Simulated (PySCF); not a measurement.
Vertical excitations of a molecule C3H4FNSi from TDA-CAM-B3LYP/def2-SVPD (PySCF), as energy in eV (oscillator strength): 6.17 (0.002), 6.34 (0.349), 6.57 (0.002), 6.86 (0.002), 7.40 (0.048), 7.70 (0.000), 7.84 (0.016), 8.11 (0.000), 8.23 (0.159), 8.48 (0.017). Lowest triplet (TDA): 3.57 eV. Geometry optimised at ωB97X-D3(BJ)/def2-SVP. One conformer was computed; it need not be the lowest.

Question: Identify the compound among the candidates.
A) FC1=C[SiH2]N=C1
B) C#C/C=N/[SiH2]F
C) N#C/C=C\[SiH2]F
D) N#C/C=C(\F)[SiH3]

Answer: C, N#C/C=C\[SiH2]F
